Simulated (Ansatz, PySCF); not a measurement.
HNP, SMILES P#[NH+], charge +1.

Geometry optimised at ωB97X-D3(BJ)/def2-TZVPD. The isomer is the one that the SMILES or the coordinates give; other isomers of the formula were not compared.

Two levels are set side by side: PBE/def2-TZVPD (Ansatz, a first-principles code) and EOM-CCSD/aug-cc-pVDZ (PySCF). PBE by ΔSCF, the other level by its IP root; same geometry, the bases differ. Differences are taken from unrounded values.

```tsv
quantity	EOM-CCSD
vertical ionisation energy (eV)	20.61
```

Problem. What does PBE give, and how far is it from EOM-CCSD? (The exact figures need the calculation; the answer reports its results.)

Solution. 
```csv
quantity,PBE,PBE minus EOM-CCSD
vertical ionisation energy (eV),20.75,0.14
```

Here PBE gives about what the other level gives.
